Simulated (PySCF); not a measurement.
**Basis-set dependence of population analyses: `CCC[SiH2]S[SiH3]`**

Species: C3H12SSi2.
Cartesian coordinates in Å at the PBE0-D3(BJ)/def2-SVP level; atoms count from 1:
```xyz
18
C3H12SSi2 angstrom
C     -3.2728    0.2898    0.0194
C     -1.9022    0.6900   -0.5059
C     -0.7549   -0.0252    0.2081
Si     0.9491    0.4600   -0.4100
S      2.3852   -0.6747    0.7349
Si     4.1972    0.0973   -0.1205
H     -3.3700    0.5223    1.0919
H     -4.0794    0.8176   -0.5121
H     -3.4442   -0.7919   -0.1002
H     -1.7764    1.7824   -0.4052
H     -1.8494    0.4833   -1.5892
H     -0.7865    0.1789    1.2930
H     -0.8542   -1.1200    0.1023
H      1.1098    0.1567   -1.8667
H      1.1972    1.9241   -0.2224
H      4.3029    1.5736    0.0829
H      5.3184   -0.5908    0.5793
H      4.2654   -0.1850   -1.5861
```

PBE0 throughout (PySCF), one geometry, spherical d and f functions. The structure is a single PBE0-D3(BJ)/def2-SVP conformer in the gas phase; no vibrational or solvent corrections. Atoms taken as equivalent share a column and are averaged. The first 7 of 11 kinds of atom are listed.

Mulliken charges (e):

```json
{"basis": "STO-3G", "functions": "54", "C1": "-0.230", "C2": "-0.140", "C3": "-0.299", "Si4": "+0.509", "S5": "-0.197", "Si6": "+0.425", "H7/H8/H9": "+0.076"}
{"basis": "6-31G", "functions": "90", "C1": "-0.486", "C2": "-0.309", "C3": "-0.635", "Si4": "+0.604", "S5": "-0.447", "Si6": "+0.442", "H7/H8/H9": "+0.167"}
{"basis": "pcSseg-0", "functions": "90", "C1": "-0.617", "C2": "-0.523", "C3": "-0.956", "Si4": "+0.707", "S5": "-0.611", "Si6": "+0.345", "H7/H8/H9": "+0.231"}
{"basis": "6-31G*", "functions": "120", "C1": "-0.520", "C2": "-0.331", "C3": "-0.547", "Si4": "+0.450", "S5": "-0.398", "Si6": "+0.311", "H7/H8/H9": "+0.175"}
{"basis": "def2-SVP", "functions": "156", "C1": "-0.074", "C2": "-0.111", "C3": "-0.299", "Si4": "+0.448", "S5": "-0.430", "Si6": "+0.349", "H7/H8/H9": "+0.043"}
{"basis": "cc-pVDZ", "functions": "156", "C1": "-0.075", "C2": "-0.125", "C3": "-0.203", "Si4": "+0.299", "S5": "-0.317", "Si6": "+0.216", "H7/H8/H9": "+0.044"}
{"basis": "6-311+G(2d,p)", "functions": "258", "C1": "-0.614", "C2": "-0.205", "C3": "-0.469", "Si4": "+0.485", "S5": "-0.251", "Si6": "+0.234", "H7/H8/H9": "+0.146"}
{"basis": "aug-cc-pVDZ", "functions": "258", "C1": "+0.443", "C2": "+0.571", "C3": "+0.305", "Si4": "-0.161", "S5": "-0.651", "Si6": "-0.585", "H7/H8/H9": "-0.128"}
{"basis": "def2-TZVP", "functions": "276", "C1": "-0.353", "C2": "-0.197", "C3": "-0.333", "Si4": "+0.262", "S5": "-0.309", "Si6": "+0.156", "H7/H8/H9": "+0.120"}
```

IAO charges (e):

```json
{"basis": "STO-3G", "functions": "54", "C1": "-0.391", "C2": "-0.252", "C3": "-0.490", "Si4": "+0.622", "S5": "-0.299", "Si6": "+0.510", "H7/H8/H9": "+0.131"}
{"basis": "6-31G", "functions": "90", "C1": "-0.426", "C2": "-0.246", "C3": "-0.511", "Si4": "+0.543", "S5": "-0.375", "Si6": "+0.366", "H7/H8/H9": "+0.143"}
{"basis": "pcSseg-0", "functions": "90", "C1": "-0.417", "C2": "-0.254", "C3": "-0.524", "Si4": "+0.544", "S5": "-0.382", "Si6": "+0.344", "H7/H8/H9": "+0.142"}
{"basis": "6-31G*", "functions": "120", "C1": "-0.406", "C2": "-0.235", "C3": "-0.525", "Si4": "+0.669", "S5": "-0.419", "Si6": "+0.507", "H7/H8/H9": "+0.137"}
{"basis": "def2-SVP", "functions": "156", "C1": "-0.395", "C2": "-0.229", "C3": "-0.522", "Si4": "+0.683", "S5": "-0.419", "Si6": "+0.522", "H7/H8/H9": "+0.133"}
{"basis": "cc-pVDZ", "functions": "156", "C1": "-0.406", "C2": "-0.234", "C3": "-0.524", "Si4": "+0.668", "S5": "-0.419", "Si6": "+0.506", "H7/H8/H9": "+0.136"}
{"basis": "6-311+G(2d,p)", "functions": "258", "C1": "-0.419", "C2": "-0.242", "C3": "-0.540", "Si4": "+0.700", "S5": "-0.433", "Si6": "+0.538", "H7/H8/H9": "+0.140"}
{"basis": "aug-cc-pVDZ", "functions": "258", "C1": "-0.417", "C2": "-0.240", "C3": "-0.529", "Si4": "+0.673", "S5": "-0.427", "Si6": "+0.509", "H7/H8/H9": "+0.139"}
{"basis": "def2-TZVP", "functions": "276", "C1": "-0.419", "C2": "-0.242", "C3": "-0.544", "Si4": "+0.710", "S5": "-0.435", "Si6": "+0.546", "H7/H8/H9": "+0.140"}
```

Hirshfeld charges (e):

| basis | functions | C1 | C2 | C3 | Si4 | S5 | Si6 | H7/H8/H9 |
| --- | --- | --- | --- | --- | --- | --- | --- | --- |
| STO-3G | 54 | -0.043 | -0.011 | -0.092 | +0.353 | -0.182 | +0.327 | +0.013 |
| 6-31G | 90 | -0.098 | -0.044 | -0.136 | +0.288 | -0.211 | +0.271 | +0.035 |
| pcSseg-0 | 90 | -0.099 | -0.046 | -0.136 | +0.317 | -0.197 | +0.285 | +0.036 |
| 6-31G* | 120 | -0.099 | -0.045 | -0.139 | +0.285 | -0.198 | +0.275 | +0.035 |
| def2-SVP | 156 | -0.110 | -0.056 | -0.150 | +0.306 | -0.158 | +0.283 | +0.039 |
| cc-pVDZ | 156 | -0.107 | -0.054 | -0.147 | +0.302 | -0.167 | +0.280 | +0.038 |
| 6-311+G(2d,p) | 258 | -0.113 | -0.068 | -0.161 | +0.306 | -0.168 | +0.281 | +0.041 |
| aug-cc-pVDZ | 258 | -0.121 | -0.071 | -0.165 | +0.307 | -0.166 | +0.279 | +0.043 |
| def2-TZVP | 276 | -0.117 | -0.067 | -0.160 | +0.302 | -0.162 | +0.277 | +0.041 |

Question: Which scheme is steadiest as the basis changes?

Answer: Largest range over the bases for any column: Hirshfeld 0.08 e, IAO 0.20 e, Mulliken 1.26 e. Hirshfeld charges move least and Mulliken charges most, counted in e. Without the minimal STO-3G basis the ranges are Hirshfeld 0.05, IAO 0.20, Mulliken 1.26 e.

Question: How much do the charges still move between the two largest bases, aug-cc-pVDZ and def2-TZVP?

Answer: At most, over all atoms: Mulliken 0.796 e, IAO 0.037 e, Hirshfeld 0.006 e.

Question: What do the same runs give for the total energy, the frontier levels and the dipole moment?

Answer: 
```json
{"basis": "STO-3G", "energy (Eh)": "-1085.7454", "HOMO (eV)": "-3.36", "LUMO (eV)": "5.78", "μ (D)": "0.88"}
{"basis": "6-31G", "energy (Eh)": "-1098.0495", "HOMO (eV)": "-7.15", "LUMO (eV)": "-0.05", "μ (D)": "1.97"}
{"basis": "pcSseg-0", "energy (Eh)": "-1096.7865", "HOMO (eV)": "-7.41", "LUMO (eV)": "-0.12", "μ (D)": "1.90"}
{"basis": "6-31G*", "energy (Eh)": "-1098.1733", "HOMO (eV)": "-7.21", "LUMO (eV)": "0.11", "μ (D)": "1.55"}
{"basis": "def2-SVP", "energy (Eh)": "-1097.8430", "HOMO (eV)": "-7.25", "LUMO (eV)": "0.33", "μ (D)": "1.33"}
{"basis": "cc-pVDZ", "energy (Eh)": "-1098.2355", "HOMO (eV)": "-7.20", "LUMO (eV)": "0.29", "μ (D)": "1.35"}
{"basis": "6-311+G(2d,p)", "energy (Eh)": "-1098.3006", "HOMO (eV)": "-7.29", "LUMO (eV)": "-0.19", "μ (D)": "1.31"}
{"basis": "aug-cc-pVDZ", "energy (Eh)": "-1098.2477", "HOMO (eV)": "-7.27", "LUMO (eV)": "-0.21", "μ (D)": "1.34"}
{"basis": "def2-TZVP", "energy (Eh)": "-1098.3120", "HOMO (eV)": "-7.32", "LUMO (eV)": "0.04", "μ (D)": "1.29"}
```

The dipole is fixed by the density alone, so its range of 1.09 D shows that the density itself changes with the basis, not only its division among atoms.
